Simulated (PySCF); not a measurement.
# The second ionisation energy along the noble gases

All values are computed (PySCF 2.14, energy differences of UHF-based or UKS calculations, no spin-orbit coupling). Values in eV. The last column holds reference values (NIST; (s) semi-empirical, (t) theoretical, else measured). Unmarked ones compare directly (S terms, centres of terms, or small fine structure); those marked * lie between the lowest fine-structure levels and include a spin-orbit shift.

| element | configurations | UHF | LDA | PBE | PBE0 | r2SCAN | reference |
| --- | --- | --- | --- | --- | --- | --- | --- |
| He (dyall-acv3z, non-relativistic) | 1s1 → no electrons | 54.422 | 52.836 | 54.253 | 54.333 | 54.427 | 54.418 (t) |
| Ne (dyall-acv3z, non-relativistic) | [He] 2s2 2p5 → [He] 2s2 2p4 | 39.272 | 41.450 | 41.148 | 41.010 | 41.143 | 40.963 * |
| Ar (dyall-acv3z, non-relativistic) | [Ne] 3s2 3p5 → [Ne] 3s2 3p4 | 26.369 | 27.828 | 27.592 | 27.606 | 27.666 | 27.630 * |

For a one-electron ion UHF is exact up to the basis, with infinite nuclear mass and no QED.
